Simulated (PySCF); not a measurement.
**Bonding in `C=CCOC(=O)[C@H](C)C(F)F`**

Species: C7H10F2O2.
Numbering: `[CH2:1]=[CH:2][CH2:3][O:4][C:5](=[O:6])[C@H:7]([CH3:8])[CH:9]([F:10])[F:11]` (hydrogens: H12, H13 on C1; H14 on C2; H15, H16 on C3; H17 on C7; H18, H19, H20 on C8; H21 on C9)

Geometry (GFN2-xTB, Å), atoms numbered from 1 in this order:
```xyz
21
C7H10F2O2 angstrom
C      3.9292   -0.8200    1.0832
C      2.9099    0.0173    1.0818
C      1.9516    0.1582   -0.0556
O      0.6147    0.1713    0.4660
C     -0.3652    0.2392   -0.4223
O     -0.2089    0.2909   -1.6133
C     -1.7304    0.2092    0.2557
C     -2.3584   -1.1717    0.0580
C     -2.6000    1.2882   -0.3838
F     -3.8520    1.2711    0.1320
F     -2.1041    2.5196   -0.1128
H      4.1302   -1.4709    0.2482
H      4.6118   -0.8806    1.9125
H      2.7122    0.6668    1.9224
H      2.1193    1.1025   -0.5906
H      2.0501   -0.6630   -0.7733
H     -1.6116    0.4304    1.3194
H     -2.4023   -1.4136   -1.0016
H     -1.7640   -1.9259    0.5669
H     -3.3662   -1.1840    0.4654
H     -2.6746    1.1818   -1.4759
```

Bond orders from the PBE0/pcSseg-1 density (PySCF). One conformer (not necessarily the lowest) at the GFN2-xTB geometry, without solvent, vibrations or thermal averaging.

Task: How far do the computed orders between heavy atoms stray from the drawn ones?

Result: The largest departure is 0.180, at C3–O4 (drawn single, 0.820). Drawn single, order below 0.88: C3–O4 (0.820).

Task: Set the Mayer orders of the bonds between heavy atoms beside their lengths.

Result: 
```
  bond  drawn as  length (Å)  Mayer order
 C1–C2    double       1.319        1.989
 C2–C3    single       1.494        1.026
 C3–O4    single       1.435        0.820
 O4–C5    single       1.324        1.116
 C5–O6    double       1.202        1.928
 C5–C7    single       1.525        0.890
 C7–C8    single       1.530        1.016
 C7–C9    single       1.526        0.986
C9–F10    single       1.354        0.950
C9–F11    single       1.355        0.956
```

By pair of heavy elements: C–C: lowest C5–C7 (0.890, 1.525 Å), highest C1–C2 (1.989, 1.319 Å); in 2 of the 10 pairs the longer bond (by over 0.003 Å) has the higher order (by 0.02 or more). C–O: lowest C3–O4 (0.820, 1.435 Å), highest C5–O6 (1.928, 1.202 Å). C–F: all 2 within 0.02 of one another (0.950 to 0.956).

Task: And the bonds to hydrogen?

Result: C–H: 0.93 to 0.96 (10 bonds).

Task: Sum the orders of all bonds at each heavy atom with more than one neighbour and set the sums beside the valence in the SMILES.

Result: C1 3.895 (drawn 4), C2 3.968 (drawn 4), C3 3.732 (drawn 4), O4 1.936 (drawn 2), C5 3.934 (drawn 4), C7 3.819 (drawn 4), C8 3.893 (drawn 4), C9 3.833 (drawn 4). Orders between atoms that aren't bonded are not in these sums.

Mayer orders depend on the basis set.
